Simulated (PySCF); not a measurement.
**From computed data to an observable: entropy of an ideal gas**

Ga(Me)(Cl) (CH3ClGa), SMILES [CH3][Ga+][Cl], charge +1.

Geometry: PBE-D3(BJ)/def2-TZVP. The multiplicity is an assumed one; other spin states were not compared. The isomer is the one that the SMILES or the coordinates give; other isomers of the formula were not compared.

PBE-D3(BJ)/def2-TZVP (PySCF) gives the harmonic wavenumbers 117, 117, 441, 616, 784, 784, 1189, 1371, 1371, 2982, 3093, 3093 cm⁻¹ and the rotational temperatures 7.3134, 0.1239, 0.1239 K. The molar mass is 120.21 g/mol, the symmetry number 3, the spin multiplicity 1.

Q: Work out the entropy at 298.15 K and 1 atm in the rigid-rotor, harmonic-oscillator model.

A: 
Translation (Sackur–Tetrode at 1 atm): S = R[1.5 ln M + 2.5 ln T − 1.16487] = 168.5 J/(mol K).
Rotation: q = (√π/σ) T^1.5/√(θA θB θC) = 9080, S = R[ln q + 3/2] = 88.2 J/(mol K).
Vibration: with u = 1.4388 ν/T, each mode gives R[u/(e^u − 1) − ln(1 − e^−u)]:
```csv
ν (cm⁻¹),modes,u,S (J/(mol K))
117,2,0.56,26.35
441,1,2.13,3.45
616,1,2.97,1.77
784,2,3.78,1.85
1189,1,5.74,0.18
1371,2,6.62,0.17
```
The stiffer modes add less than 0.005 each. Sum 33.8 J/(mol K).
Spin: R ln 1 = 0.0 J/(mol K).
Total 290.5 J/(mol K); the program's own thermochemistry gives 290.4. Translation makes up 58 % and vibration 12 %. Anharmonicity, hindered rotation and orbital degeneracy are left out.
